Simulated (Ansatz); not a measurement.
CrS₂Cl₂⁺. Total charge 1; doublet. Geometry r2SCAN-D4/def2-SVP, that of the neutral singlet; atoms count from 1.

```xyz
5

Cr    0.010   -0.010   -0.009
S     1.975   -0.031    0.184
S    -0.511   -1.319   -1.390
Cl   -0.603    1.920   -0.618
Cl   -0.870   -0.561    1.833
```

The charge 1 doublet is spin-contaminated (final ⟨S²⟩ up to 1.30, 0.75 for a pure state).

**Question.** Estimate the Mulliken populations from the PBE0/def2-TZVP orbitals of Ansatz.

**Answer.** 
| atom | charge (e) | spin (α − β) | d electrons |
| --- | --- | --- | --- |
| Cr1 | 0.62 | -1.42 | 4.49 |
| S2 | 0.22 | 1.13 | – |
| S3 | 0.22 | 1.13 | – |
| Cl4 | -0.03 | 0.08 | – |
| Cl5 | -0.03 | 0.08 | – |
Mulliken values and Mayer orders depend strongly on the basis.

**Question.** Where does the spin sit?

**Answer.** Summed by element: Cr -1.42, S 2.26, Cl 0.16, of 1 unpaired in all. Largest on single atoms: Cr1 -1.42, S3 1.13, S2 1.13.

**Question.** And the Mayer bond orders between bonded heavy atoms (over 0.3)?

**Answer.** Cr1–S2 1.80 (1.97 Å); Cr1–S3 1.80 (1.97 Å); Cr1–Cl4 1.30 (2.11 Å); Cr1–Cl5 1.30 (2.11 Å).
